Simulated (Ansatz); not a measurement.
Ideal-gas functions of C2H5GeSi, SMILES `[SiH2]C#[C][GeH3]` radical at 600 K and 1 bar, from an Ansatz frequency run at PBE0-D4/def2-TZVP.

Molar mass 129.76 g/mol, point group Cs (symmetry number 1), electronic degeneracy 2, moments of inertia 10.144, 571.314, 573.696 u Å². Harmonic wavenumbers (cm⁻¹, unscaled): 19, 103, 105, 300, 315, 342, 613, 618, 620, 678, 775, 846, 877, 878, 916, 2172, 2177, 2179, 2184, 2220, 2246.

Use S(trans) = R[1.5 ln M + 2.5 ln T − 1.1517]; rotational temperatures θ = 24.2544 K / I; S(rot) = R[ln(√π/σ · √(T³/θAθBθC)) + 1.5]; for each mode x = 1.438777 ν̃/T, S = R[x/(eˣ − 1) − ln(1 − e⁻ˣ)] and H = RT x/(eˣ − 1); 1 cm⁻¹ = 0.0119627 kJ/mol; R = 8.31446 J/(mol·K).

Task: By hand: the entropy, in J/(mol·K).

Result: Translation 184.1. Rotation: θ = 2.391, 0.0425, 0.0423 K, giving 119.7. Vibration, mode by mode: 34.00, 19.96, 19.80, 11.23, 10.84, 10.19, 5.82, 5.77, 5.74, 5.13, 4.26, 3.73, 3.51, 3.51, 3.26, 0.28, 0.28, 0.28, 0.28, 0.26, 0.24, in all 148.4. Electronic 5.8. Sum 458.0 J/(mol·K).

Task: By hand: H − E and G − E in kJ/mol, counted from the electronic energy.

Result: Zero-point energy ½ × 21183 × 0.0119627 = 126.7; thermal vibration 40.5; translation, rotation and pV give 4 RT = 20.0. H − E = 187.2 kJ/mol, and G − E = 187.2 − 600 × 458.0/1000 = -87.6 kJ/mol.

Vibration gives 32 % of the entropy, 73.8 J/(mol·K) of it from the modes under 150 cm⁻¹: soft modes count most, and the harmonic formula is weakest for them.
